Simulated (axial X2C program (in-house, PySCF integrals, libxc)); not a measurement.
**GeBr: bond constants with and without spin–orbit coupling**

Calculated with an axial X2C code built on PySCF integrals. Spin-free means the one-electron spin-free X2C Hamiltonian; two-component (2c) means X2C with spin–orbit coupling and atomic mean-field two-electron Coulomb and Gaunt terms, so the difference of the two also holds small scalar two-electron terms. Basis: Br dyall-cv3z [8s9p6d4f1g], Ge dyall-cv3z [9s9p7d4f1g] (cores contracted in-house); Gaussian nuclei, density fitting, unrestricted open shells. Masses: Br 78.918 u, Ge 73.921 u.

Input:
```json
{"zs": [35, 32], "q": 0, "bas": ["dyall-cv3z", "dyall-cv3z"], "levels": ["PBE0", "HF", "r2SCAN0"], "cc": true, "r0": 2.35, "thr": -1.0, "nmax": 90, "npts": 10, "nst": 2, "ntry": 6}
```
```bash
python so2c.py task.json out
```

Keys: zs atomic numbers; q charge; bas basis sets; levels methods; cc coupled cluster on or off; r0 starting distance in Å; thr threshold in hartree for freezing inner shells (an s shell follows its p shell); nmax most natural virtual spinors; npts points on the curve; nst determinants followed; ntry starts of the search. HF also brings MP2.

State, spin-free: M_S = 1/2, Λ = 1 (beyond evenly filled blocks: π+α); electrons by block: σα: 15, σβ: 15, π+α: 8, π+β: 7, π-α: 7, π-β: 7, δ+α: 2, δ+β: 2, δ-α: 2, δ-β: 2. Fragments: Br + Ge.

State, 2c: Ω = 1/2 (⟨Sz⟩ = -0.50, ⟨Lz⟩ = 1.00 at PBE0); electrons by block: 1/2: 23, -1/2: 22, 3/2: 9, -3/2: 9, 5/2: 2, -5/2: 2. Fragments: Br + Ge.

| Hamiltonian | level | Re (Å) | ωe (cm⁻¹) | ωexe (cm⁻¹) | Be (cm⁻¹) | αe (cm⁻¹) | De (eV) | k (mdyn/Å) | μ (D) |
| --- | --- | --- | --- | --- | --- | --- | --- | --- | --- |
| spin-free | PBE0 | 2.321 | 293.5 | 0.704 | 0.08195 | 0.000293 | 3.62 | 1.94 | 1.57 |
| spin-free | HF | 2.346 | 285.9 | 0.689 | 0.08024 | 0.000291 | 2.23 | 1.84 | 2.15 |
| spin-free | MP2 | 2.328 | 296.3 | 0.691 | 0.08148 | 0.000286 | 3.51 | 1.97 | n/a |
| spin-free | CCSD | 2.335 | 292.9 | 0.699 | 0.08103 | 0.000288 | 3.28 | 1.93 | n/a |
| spin-free | CCSD(T) | 2.337 | 291.9 | 0.703 | 0.08088 | 0.000288 | 3.41 | 1.92 | n/a |
| spin-free | r2SCAN0 | 2.308 | 299.6 | 0.706 | 0.0829 | 0.000294 | 3.51 | 2.02 | 1.51 |
| 2c | PBE0 | 2.322 | 293.1 | 0.708 | 0.08188 | 0.000294 | n/a | 1.93 | 1.56 |
| 2c | HF | 2.347 | 285.7 | 0.693 | 0.08019 | 0.000292 | n/a | 1.84 | 2.15 |
| 2c | MP2 | 2.329 | 296.1 | 0.693 | 0.08143 | 0.000286 | n/a | 1.97 | n/a |
| 2c | CCSD | 2.335 | 292.7 | 0.701 | 0.08098 | 0.000288 | n/a | 1.93 | n/a |
| 2c | CCSD(T) | 2.338 | 291.7 | 0.705 | 0.08083 | 0.000289 | n/a | 1.91 | n/a |
| 2c | r2SCAN0 | 2.309 | 299.3 | 0.708 | 0.08283 | 0.000294 | n/a | 2.01 | 1.50 |

Correlated methods: 11 electrons correlated (number of frozen shells: Br 3 s, 2 p, 1 d; Ge 3 s, 2 p, 1 d), 249 virtual spin orbitals or spinors in MP2, 90 natural virtuals in coupled cluster.

Dipoles are positive if Ge is the positive end.

The state is one determinant whose occupation by symmetry is held fixed; it was picked as the lowest of a PBE0 search that is not exhaustive. De is counted from the lowest determinant-based energies of the atoms at the same level, without counterpoise correction. De is not given where an atomic determinant may have missed its ground term or J level, or where the truncated virtual space spoils (T). Density functionals use the spin component along the axis (collinear). CCSD and (T) use frozen natural virtuals with an MP2 correction for the truncation; (T) itself is uncorrected, so its De runs slightly low. Without a current term, density functionals place determinants with orbital angular momentum somewhat too high. With the outer-core shells frozen, correlated bond lengths of heavy atoms tend to come out a few hundredths of an ångström too long.

Rough cost a point (2c) on 1 thread(s) of a shared host, integrals apart: PBE0 0.9 s, HF 0.6 s, CCSD(T) 6 s, r2SCAN0 1.2 s.

The whole task took 2.7 min on 1 thread of Intel(R) Xeon(R) Processor @ 2.30GHz, with other jobs on the host.
